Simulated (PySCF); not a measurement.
Start geometry of `[SH][GeH3]` from GFN2-xTB (Å):
```
atom  x, y, z in Å
S1     1.4790   -0.8722   -0.2829
Ge2   -0.5461    0.0135   -0.0271
H3     2.0703    0.2129    0.1892
H4    -0.7625    0.3394    1.4160
H5    -1.5271   -1.0062   -0.5088
H6    -0.6895    1.2825   -0.8310
```

What comes out of this run: PySCF 2.14.0, PBE0-D3(BJ)/def2-SVP geometry optimisation, gas phase?

```
atom  x, y, z in Å
S1     1.4432   -1.0177   -0.3925
Ge2   -0.5899   -0.1457   -0.1035
H3     2.0897    0.0746    0.0699
H4    -0.8374    0.1719    1.3819
H5    -1.5598   -1.2321   -0.5874
H6    -0.7565    1.1343   -0.9419
```

The energy falls by 5.6 kJ/mol over 4 energy and gradient evaluations, the largest force component goes from 0.0159 to 1.9e-04 Eh/bohr, and the atoms move by 0.044 Å rms after alignment. The bond that changes most is Ge2–H4 (ends: germanium bonded to S and 3 H; Ge–H hydrogen), which lengthens by 0.044 Å. Bonds longer at the end by more than 0.005 Å: 5 of 5; shorter: 0. Among the angles that change most is Ge2–S1–H3, from 92.2° to 94.3°. Rotational constants go from 64979, 4205, 4144 to 61869, 4169, 4109 MHz. The orientation of the end geometry is arbitrary; only internal coordinates are fixed.

The run used 70 basis functions and 23 SCF cycles in all.

Not checked by PBE0-D3(BJ)/def2-SVP frequencies.
